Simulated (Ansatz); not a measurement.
Basis-set extrapolation for CH6AlNO (PBE0-D4/def2-TZVP geometry, frozen core, Ansatz 0.2.0). Multiplicity 1, RHF reference.

```
                      def2-TZVPP   def2-QZVPP
                 HF  -412.686979  -412.702944
    MP2 correlation    -0.700061    -0.752366
CCSD(T) correlation    -0.763721      not run
```

Energies in hartree. Use E(X) = E(∞) + A·exp(−7.88·√X) for Hartree–Fock and E(X) = E(∞) + B·X^(−2.97) for correlation, with X = 3 and 4, and add CCSD(T) minus MP2 of the smaller set to the MP2 limit.

Q: What is the CCSD(T) energy at the basis-set limit?

A: HF limit: -412.702944 + (-0.015965) × 0.13774 = -412.70514. MP2 limit: -0.752366 + (-0.052305) × 0.74074 = -0.79111. Higher-order term: -0.763721 − (-0.700061) = -0.06366. Total: -413.55991 hartree, 2.97 eV below CCSD(T)/def2-TZVPP.
